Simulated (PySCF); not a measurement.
# Correlation energy of B (boron, neutral)

[He] 2s2 3d1, 2D determinant (an excited configuration). All numbers are calculated (PySCF 2.14, the spin-free X2C one-electron Hamiltonian (Gaussian nucleus), in aug-cc-pCVTZ-DK with one added diffuse shell each of s, p, d, f type (8s7p5d3f, 75 functions)). Frozen: nothing; 5 electrons correlated.

```json
{"level": "CCSD", "correlation energy (mhartree)": "-113.38"}
{"level": "(T)", "correlation energy (mhartree)": "-13.31"}
{"level": "CCSD(T)", "correlation energy (mhartree)": "-126.69"}
```

Diagnostics: T1 = 0.079, D1 = 0.2500, largest double amplitude 0.500.

Task: Is a single reference adequate?

Result: Not fully. The outer electron is Rydberg-like, and this basis confines it to a smaller radius and binds it less than a complete one would. T1 exceeds 0.03, a sign that the reference determinant is poor. A double-excitation amplitude exceeds 0.15, a sign of near-degeneracy.
